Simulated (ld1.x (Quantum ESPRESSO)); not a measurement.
## Which change was made? (Pb, TM)

Pb, norm-conserving Troullier–Martins (Kleinman–Bylander form), made with ld1.x (Quantum ESPRESSO) 7.5 (PBEsol, fully relativistic). Core [Xe] 4f14, reference 5d10 6s2 6p1.5 (charge +0.5). Waves: 6s (bound): rc 1.90 bohr; 5d (bound): rc 1.25 bohr; 6p (bound): rc 2.55 bohr. Local part: the p channel. Core correction: Bessel-smoothed model core, default radius (core density twice the valence density).

Open shells are filled in proportion to 2j + 1 (rel_dist='average').

Cutoffs, loose and tight: the cutoffs (Ry, on a coarse ladder) from which the occupation-weighted sum of valence levels, in a spherical-Bessel basis at the reference potential, stays within 10 and 1 mRy of its value at 400 Ry. They do not see the model core or the augmentation charge, which bear on the density cutoff. Test errors are all-electron minus pseudo excitation energies from the reference, over the configurations 5d10 6s2 6p2; 5d10 6s2 6p1; 5d10 6s2 6p0; 5d10 6s0 6p0; 5d9 6s2 6p2; 5d10 6s1 6p3; 5d10 6s2 6p2.3; variants that change the core or the reference have their own tests.

The base gives: outcome: generated, misses its reference levels by 1.22 eV; cutoff, loose: 90 Ry; cutoff, tight: 110 Ry; bound ghosts: none; largest test error (meV): -247.

After one change the result is: outcome: generated, misses its reference levels by 1.38 eV; cutoff, loose: 90 Ry; cutoff, tight: 110 Ry; bound ghosts: s; largest test error (meV): +796. Which change was it?
A. wave 6p (bound): rc 2.55 bohr becomes 6p (bound): rc 1.86 bohr
B. wave 6p (bound): rc 2.55 bohr becomes 6p (bound): rc 3.14 bohr
C. wave 6p (bound): rc 2.55 bohr becomes 6p (bound): rc 2.16 bohr

A. The others give: wave 6p (bound): rc 2.55 bohr becomes 6p (bound): rc 2.16 bohr → outcome: generated, misses its reference levels by 1.24 eV; cutoff, loose: 90 Ry; cutoff, tight: 110 Ry; bound ghosts: none; largest test error (meV): -219 | wave 6p (bound): rc 2.55 bohr becomes 6p (bound): rc 3.14 bohr → outcome: generated, misses its reference levels by 1.21 eV; cutoff, loose: 90 Ry; cutoff, tight: 110 Ry; bound ghosts: none; largest test error (meV): -181.
